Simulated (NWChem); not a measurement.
Species: C2H4BCl; SMILES C=CBCl

```xyz
8

B     -0.5438     0.0497    -0.0015
H     -1.7408    -0.1041    -0.0019
Cl     0.0516     1.7001    -0.0002
C      0.4266    -1.1448    -0.0017
C     -0.0504    -2.4021     0.0014
H      1.5123    -0.9910    -0.0036
H      0.6015    -3.2829     0.0021
H     -1.1288    -2.5960     0.0033
```
Atoms are numbered in this order, from 1.

Program: NWChem. The geometry was optimised at PBE0/def2-SVP. GIAO values for the isolated, static molecule; σ is the absolute isotropic shielding, δ = σ(reference) − σ with the isolated reference molecule computed at the same levels (11B: boron trifluoride, 13C: tetramethylsilane, 1H: tetramethylsilane).

| level | δ B1 (ppm) | δ H2 (ppm) | σ Cl3 (ppm) | δ C4 (ppm) | δ C5 (ppm) | δ H7 (ppm) | δ H8 (ppm) |
|---|---|---|---|---|---|---|---|
| LDA (Slater exchange, VWN5)/pcSseg-1 | 57.7 | 6.68 | 567.0 | 159.8 | 168.7 | 7.21 | 6.83 |
| PBE/pcSseg-1 | 53.0 | [?] | [?] | 151.2 | [?] | [?] | 6.69 |
| BHandHLYP/pcSseg-1 | 53.3 | 6.19 | 710.9 | 150.9 | 163.6 | 6.95 | 6.70 |

**Question.** Fill in the missing entries.

**Answer.** 
- PBE/pcSseg-1, δ H2 (ppm): 6.51
- PBE/pcSseg-1, σ Cl3 (ppm): 606.7
- PBE/pcSseg-1, δ C5 (ppm): 160.1
- PBE/pcSseg-1, δ H7 (ppm): 7.04
